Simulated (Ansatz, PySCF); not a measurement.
The pair A = H3NSe (SMILES N[SeH]) (first 5 atoms), B = HF (SMILES F); geometry from B3LYP-D3(BJ)/def2-TZVP.
(charge 0, multiplicity 1):
```tsv
atom	x (Å)	y (Å)	z (Å)
N	-1.0014	0.6000	0.7596
Se	-0.2006	-0.9469	0.0494
H	-0.8263	1.3977	0.1597
H	-2.0012	0.4682	0.8594
H	-0.9287	-0.9973	-1.2400
F	0.0790	1.0336	3.1501
H	-0.3181	0.8896	2.2919
```

Correlated levels freeze the cores. Filled d and f shells under p-block atoms count as core. MP2 and its Hartree–Fock in aug-cc-pVQZ are density fitted. Rows in 6-31G* carry no dispersion term and start afresh at each structure (6-31G* with six Cartesian d functions); the Pople sets are all-electron and without relativity. MP2/6-31G* freezes PySCF's default core, which leaves 3d correlated.

Codes used: Ansatz (Gaussian orbitals); PySCF for 6-31G* rows. Values without a source in brackets are computed.

Total energies (hartree), monomers frozen at their geometry in the pair:

```
structure              HF/aug-cc-pVDZ     MP2/6-31G*  MP2/aug-cc-pVQZ
---------------------  --------------  -------------  ---------------
AB                      -2556.0402798  -2556.3323560    -2556.8922349
A in the pair's basis   -2455.9962510  -2456.1338435    -2456.5061071
B in the pair's basis    -100.0304654   -100.1840689     -100.3685948
A                       -2455.9957589  -2456.1315347    -2456.5056297
B                        -100.0302402   -100.1816610     -100.3682079
```

Q: Work out the interaction energy without and with the counterpoise correction, and the superposition error, for each level.

A: 
E(AB) − E(A) − E(B), times 627.509 kcal/mol, with the monomers in their own basis and then in the pair's basis:
- HF/aug-cc-pVDZ: -8.96 uncorrected, -8.51 corrected; the monomers gain 0.45 kcal/mol from borrowed functions
- MP2/6-31G*: -12.02 uncorrected, -9.06 corrected; the monomers gain 2.96 kcal/mol from borrowed functions
- MP2/aug-cc-pVQZ: -11.54 uncorrected, -11.00 corrected; the monomers gain 0.54 kcal/mol from borrowed functions

Ansatz is an electronic-structure program.
